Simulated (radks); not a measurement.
Effect of the nuclear size on neutral ruthenium, [Kr] 4d7 5s1. Calculated with a radial shooting solver on a logarithmic mesh with Libxc functionals: Dirac Kohn-Sham, relativistic LDA (MacDonald-Vosko exchange, VWN5 correlation), spin-unpolarised, spherical densities, finite nucleus; open shells are shared between the two j in proportion to 2j + 1; Fermi nuclear charge, rms radius 4.4809 fm. The rms radius is varied about that value; shifts are against it.

rms radius (fm)  total energy shift (eV)  density at nucleus (e/bohr^3)  1s1/2 shift (meV)  2s1/2 shift (meV)  3p1/2 shift (meV)  4s1/2 shift (meV)  4p1/2 shift (meV)  5s1/2 shift (meV)
3.6026                            -0.684                      1.117e+05               -287              -31.3              0.396             -1.000              0.074             -0.064
4.2927                            -0.158                      1.094e+05              -66.2              -7.22              0.091             -0.230              0.017             -0.015
4.4809                                 0                      1.089e+05              0.000              0.000              0.000              0.000              0.000              0.000
4.6825                             0.175                      1.083e+05               73.7               8.03             -0.102              0.256             -0.019              0.016
5.3368                             0.792                      1.066e+05                332               36.2             -0.458               1.16             -0.085              0.074

Slopes of the eigenvalues against <r^2> in GHz/fm^2, as finite differences over the two radii next to the reference (eigenvalue slopes, not the field-shift constants of lines): 1s1/2 9670, 2s1/2 1050, 3p1/2 -13.3, 4s1/2 33.6, 4p1/2 -2.48, 5s1/2 2.14.
